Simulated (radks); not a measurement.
Results of a calculation; reference values are marked as such.
Question: These are the eigenvalues of the occupied orbitals of an atom or ion with whole-number occupations (hartree). Level of theory: scalar-relativistic Kohn-Sham, PBEsol, spin-polarised, spherical densities, point nucleus (a radial shooting solver on a logarithmic mesh with Libxc functionals).

orbital  eigenvalue
1s down   -218.1225
1s up     -218.1223
2s up     -26.81614
2s down   -26.77613
2p up     -22.90880
2p down   -22.87817
3s up      -4.91136
3s down    -4.81664
3p up      -3.83777
3p down    -3.74456
3d up      -2.16976

Which element is it, and in what charge state? The configuration may be excited. Open shells, if any, are filled with parallel spins first.

Answer: Z = 24, chromium, charge +4: Cr4+ in [Ar] 3d2. The list shows which subshells hold electrons but not how many an open one holds; the 1s level, -218.12 hartree, gives Z - s = 20.9 by -(Z - s)^2/2, which with screening and relativity narrows Z to a few neighbours, and the depths of the outer levels then fix element, charge and occupations together.
